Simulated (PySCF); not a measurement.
Species: C₇H₁₆Si₂.
SMILES with atom numbers: `[CH2:1]=[CH:2][Si@@H:3]1[CH2:4][CH2:5][C@H:6]([CH2:7][CH3:8])[SiH2:9]1`

Cartesian coordinates in Å at the GFN2-xTB level; atoms count from 1:
```
atom  x, y, z in Å
C1     4.2132    1.3639    0.2710
C2     3.0142    1.0633   -0.2027
Si3    1.8520   -0.2128    0.5537
C4     1.0693   -1.2932   -0.8274
C5    -0.2703   -0.6825   -1.2410
C6    -1.1869   -0.4186   -0.0400
C7    -2.5006    0.2132   -0.4953
C8    -3.4937    0.3806    0.6462
Si9   -0.1981    0.6187    1.2422
H10    4.6161    0.8611    1.1353
H11    4.8487    2.1151   -0.1735
H12    2.6592    1.6043   -1.0730
H13    2.6434   -1.0564    1.4651
H14    1.7092   -1.3971   -1.7039
H15    0.8967   -2.3016   -0.4467
H16   -0.7762   -1.3477   -1.9493
H17   -0.0911    0.2620   -1.7649
H18   -1.4245   -1.3897    0.4122
H19   -2.9542   -0.4118   -1.2717
H20   -2.2958    1.1891   -0.9433
H21   -4.4295    0.7998    0.2825
H22   -3.7057   -0.5807    1.1097
H23   -3.0903    1.0449    1.4072
H24   -0.6639    0.3298    2.6045
H25   -0.4521    2.0491    1.0122
```

Probes without a nucleus sit at each ring's centroid and 1 Å off its mean plane on both sides; NICS is minus the shielding there, NICSzz its component along the normal. Level: GIAO PBE0/pcSseg-1 (PySCF, non-relativistic, gas phase) on the GFN2-xTB geometry, one conformer.

Ring bond lengths (Å), with Mayer bond orders in brackets: Si3–C4 1.920 (0.89), C4–C5 1.529 (1.04), C5–C6 1.534 (1.00), C6–Si9 1.923 (0.86), Si9–Si3 2.317 (0.93).

What do the NICS probes read (ppm)?

| ring | type | NICS(0) | NICS(1), two faces | NICS(1)zz, two faces | rms pucker (Å) | centre to ring atoms, mean (Å) |
| --- | --- | --- | --- | --- | --- | --- |
| Si3–C4–C5–C6–Si9 | 5-membered ring with 2 Si; formal bonds all single | -3.7 | -4.0 / -3.1 | -0.8 / 0.0 | 0.21 | 1.53 |

What can be read from them?

- Si3–C4–C5–C6–Si9: mean NICS(1)zz -0.4 ppm, near zero. Si3, C4, C5, C6, Si9 have four or more neighbours, so the value isn't read as a sign of a π ring current.

What are the shieldings of the ring atoms and their hydrogens in the same run (means over atoms taken as equivalent)?

```json
{"atoms": "Si3", "environment": "SiH silicon", "σ isotropic (ppm)": "380.8"}
{"atoms": "C4", "environment": "sp3 carbon bound to silicon", "σ isotropic (ppm)": "168.3"}
{"atoms": "C5", "environment": "ring CH2 carbon", "σ isotropic (ppm)": "149.0"}
{"atoms": "C6", "environment": "sp3 carbon bound to silicon", "σ isotropic (ppm)": "149.0"}
{"atoms": "Si9", "environment": "SiH2 silicon", "σ isotropic (ppm)": "415.7"}
{"atoms": "H13", "environment": "Si–H hydrogen", "σ isotropic (ppm)": "27.17"}
{"atoms": "H14", "environment": "methylene hydrogen", "σ isotropic (ppm)": "30.36"}
{"atoms": "H15", "environment": "methylene hydrogen", "σ isotropic (ppm)": "30.84"}
{"atoms": "H16", "environment": "methylene hydrogen", "σ isotropic (ppm)": "29.43"}
{"atoms": "H17", "environment": "methylene hydrogen", "σ isotropic (ppm)": "30.45"}
{"atoms": "H18", "environment": "methine hydrogen", "σ isotropic (ppm)": "30.87"}
{"atoms": "H24", "environment": "Si–H hydrogen", "σ isotropic (ppm)": "27.79"}
{"atoms": "H25", "environment": "Si–H hydrogen", "σ isotropic (ppm)": "28.30"}
```
